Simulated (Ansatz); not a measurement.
This geometry of C₂H₂SSe (6 atoms, charge 0, multiplicity 1) is a first-order saddle point.

Theory: RKS PBE0/def2-SVP in Ansatz 0.2.0.

```xyz
6
Properties=species:S:1:pos:R:3
S 0.503 1.039 -1.204
C 0.086 0.054 0.208
C -0.646 -1.037 0.167
Se -1.591 -2.445 0.114
H 1.222 1.945 -0.512
H 0.468 0.381 1.182
```

(1) Which two structures does it join? (They come from a converged band through this point; their orientation in space is the band's.)

(2) How far does it lie above each of them?

Results:

(1) No bond is made or broken. The dihedral H5–S1–C2–H6 goes from -80 to 80°. The two ends are copies of one structure, up to a mirror image or an exchange of like atoms.

Initial state:

```xyz
6
Properties=species:S:1:pos:R:3
S 1.137 0.535 -1.091
C 0.340 -0.116 0.356
C -0.816 -0.730 0.219
Se -2.298 -1.525 0.024
H 0.840 1.842 -0.885
H 0.839 -0.070 1.331
```

Final state:

```xyz
6
Properties=species:S:1:pos:R:3
S -0.043 1.645 -0.055
C 0.256 -0.036 0.431
C -0.557 -0.975 -0.008
Se -1.618 -2.166 -0.575
H 0.947 1.742 -0.976
H 1.058 -0.274 1.139
```

(2) 0.071 eV above the first and 0.071 eV above the second. This is the barrier of this one path; another mechanism may lie lower.

The run took 17 min on 1 thread of AMD EPYC 7R43 64-Core Processor (Zen 3) (shared host), peak memory 0.21 GiB.
